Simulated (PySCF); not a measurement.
**Adding and removing an electron: IF**

r²SCAN; I x2c-SVPall, F x2c-SVPall; spin-free X2C with a Gaussian nucleus (PySCF 2.14). Neutral (UKS): singlet (closed shell), Re = 1.954 Å, ωe = 611 cm⁻¹, De = 2.72 eV, HOMO -7.00 eV, LUMO -4.41 eV.

IF⁺ (UKS): doublet (π ↑), Re = 1.891 Å, ωe = 690 cm⁻¹, De = 2.56 eV to I⁺ + F. The energies at the minima are -7214.58623 hartree for IF and -7214.19280 for IF⁺.

Q: Work out the adiabatic ionisation energy, without and with harmonic zero-point energies (1 hartree = 27.2114 eV, 1 eV = 8065.5 cm⁻¹), and the change of the bond length.

A: At r²SCAN: 0.39343 hartree = 10.706 eV between the minima; the zero-point term (690.0 − 611.0)/2 cm⁻¹ = +0.005 eV makes it 10.711 eV. Re changes by -6.3 pm against the neutral. Minus the HOMO energy is 7.00 eV, -3.71 eV from the value between the minima; self-interaction puts the Kohn–Sham level too high, less so with exact exchange. The electron leaves a π orbital, and the shorter bond of the ion fits an antibonding orbital, or a change in how ionic the bond is.

Spin–orbit coupling is left out, which matters for elements this heavy, above all for dissociation energies. For an ion De counts to the pair picked by the measured ionisation energies or electron affinities, which need not be the lowest pair at this level. States were picked by a PBE0 search and need not be the measured ground states.
